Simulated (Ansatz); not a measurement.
```yaml
crystal:
  periodic: [false, false, false]
  atoms:
    - {symbol: O, position_ang: [-0.221499, 0.937539, 2.073720]}
    - {symbol: Al, position_ang: [0.964432, 0.210958, 1.087347]}
    - {symbol: O, position_ang: [0.710602, -0.366563, -0.662596]}
    - {symbol: C, position_ang: [-0.395616, -0.606063, -1.255076]}
    - {symbol: F, position_ang: [-1.510775, -0.162282, -0.395775]}
    - {symbol: H, position_ang: [-1.034333, 0.866232, 1.889568]}
    - {symbol: H, position_ang: [2.615635, 0.340703, 1.390460]}
    - {symbol: H, position_ang: [-0.540939, -1.597081, -1.535286]}
    - {symbol: H, position_ang: [-0.496835, 0.056054, -2.210992]}
basis:
  gaussian: {orbitals: pcseg-2}
magnetization: {spin_polarized: true, initial_magnetization: 1}
hamiltonian: {xc: {name: B3LYP}, dispersion: d4}
output: {forces: true}
```

```sh
$ ansatz run in.yaml --threads 2 --pin off --events-out ev --progress --plain --max-ram 4352MiB
```

Shortened log:

```
Error: a molecule whose nuclei and cores have a total charge of 48 cannot have a net charge of 0 together with 1 unpaired electrons
```

(1) What is wrong with this run?

Results:

(1) The number of unpaired electrons doesn't fit the electron count. The input was rejected before any iteration.

B3LYP here is the variant with VWN-RPA as its local correlation; programs differ in this.
